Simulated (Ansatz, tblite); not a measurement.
Removing and adding an electron: (AgCl)2 ring (Ag₂Cl₂). The state is a singlet with charge 0. Geometry: PBE0-D4/def2-SVP. Ansatz, gas phase; energy differences of separate SCF runs; the oxidised species was run as a doublet alone; the reduced species was run as a doublet alone.

```xyz
4

Ag    0.0763    0.9480    1.0789
Cl    1.2481   -1.2693    1.0275
Ag   -0.0751   -0.9474   -1.0795
Cl   -1.2493    1.2686   -1.0269
```

In the def2 sets Ag takes a core potential; there is no spin–orbit coupling. The xTB rows come from tblite.

Question: Estimate orbital energies and vertical ionisation energies and electron affinities at: GFN1-xTB; GFN2-xTB; PBE-D4/def2-TZVP; PBE-D4/def2-TZVPD; r2SCAN-D4/def2-TZVP; r2SCAN-D4/def2-TZVPD; PBE0-D4/def2-TZVP; PBE0-D4/def2-TZVPD.

Answer: 
```
               level  −HOMO (eV)  vertical IE (eV)  −LUMO (eV)  vertical EA (eV)  HOMO–LUMO gap (eV)  IE − EA (eV)                       remarks
            GFN1-xTB       12.04             14.58        9.10              5.97                2.94          8.61                             –
            GFN2-xTB       10.49             13.54        6.99              4.69                3.50          8.86                             –
    PBE-D4/def2-TZVP        6.17              9.05        3.49                 –                2.68             –                             –
   PBE-D4/def2-TZVPD        6.22                 –        3.53              1.45                2.69             –  HOMO above zero (-1 doublet)
 r2SCAN-D4/def2-TZVP        6.35              9.15        3.21                 –                3.13             –                             –
r2SCAN-D4/def2-TZVPD        6.38                 –        3.24              1.36                3.14             –  HOMO above zero (-1 doublet)
   PBE0-D4/def2-TZVP        7.42              9.38        2.56                 –                4.86             –                             –
  PBE0-D4/def2-TZVPD        7.46                 –        2.59              1.16                4.87             –  HOMO above zero (-1 doublet)
```

Relaxing the oxidised species (PBE0-D4/def2-SVP) changes its energy by -0.23 eV at PBE0-D4/def2-TZVP, so the adiabatic ionisation energy to this nearest minimum is 9.15 eV. At PBE-D4/def2-TZVP it is 8.85 eV.     A HOMO above zero means that the electron is unbound at that level or that self-interaction error raises the level; the energy of removing that electron tells which. Raw xTB energy differences between charge states are shifted by several eV; the methods need an empirical correction for them.
